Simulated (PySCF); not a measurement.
## Low-lying terms of La⁵³⁺ (lanthanum, charge +53)

Ground state [He] 2s2, ¹S. Computed with PySCF 2.14 in an uncontracted even-tempered set (18 s from 4.8 bohr⁻², ratio 2.5; 9 p from 6.17 bohr⁻², ratio 2.7; 8 d from 7.11 bohr⁻², ratio 2.7; 4 f from 200 bohr⁻², ratio 2.7), with scalar relativity by spin-free X2C-1e. Vertical excitation energies in eV without spin-orbit coupling; excited terms of each kind are numbered among those the solver found. Frozen: nothing.

```tsv
term	leading excitation	EOM-EE-CCSD
1 3P°	2s → p	429.56
1 1P°	2s → p	522.93
```

The spin-orbit splitting of the hole, absent here, rivals or exceeds the spacing of these terms, so the LS terms are model states.

Only the lower part of the computed list is shown. Doubly excited terms such as np² are absent. The solver can miss terms. The 7 highest virtual orbitals were dropped.
